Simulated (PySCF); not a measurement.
# Br: ionisation energy

Br [Ar] 3d10 4s2 4p5 (2P) → Br⁺ [Ar] 3d10 4s2 4p4 (3P), as a difference of total energies. Calculation: PySCF 2.14, in def2-SVP; no relativity, point nucleus. Correlated levels: valence: [Ar] 3d10 frozen. The calculations carry no spin-orbit coupling.

```json
{"method": "UHF", "ionisation energy (eV)": "10.804", "difference from reference (eV)": "-1.040"}
{"method": "M06-L", "ionisation energy (eV)": "11.821", "difference from reference (eV)": "-0.023"}
{"method": "M06-2X", "ionisation energy (eV)": "11.768", "difference from reference (eV)": "-0.076"}
{"method": "MP2 (valence)", "ionisation energy (eV)": "11.353", "difference from reference (eV)": "-0.491"}
{"method": "SCS-MP2 (valence)", "ionisation energy (eV)": "11.334", "difference from reference (eV)": "-0.510"}
{"method": "CCSD (valence)", "ionisation energy (eV)": "11.309", "difference from reference (eV)": "-0.535"}
{"method": "CCSD(T) (valence)", "ionisation energy (eV)": "11.314", "difference from reference (eV)": "-0.530"}
```

Reference: 11.844 eV (measured; NIST levels, between the centres of gravity of the two terms).

These non-relativistic numbers lack the scalar-relativistic shift.

Errors of the correlated levels include the incompleteness of this basis and the frozen core.
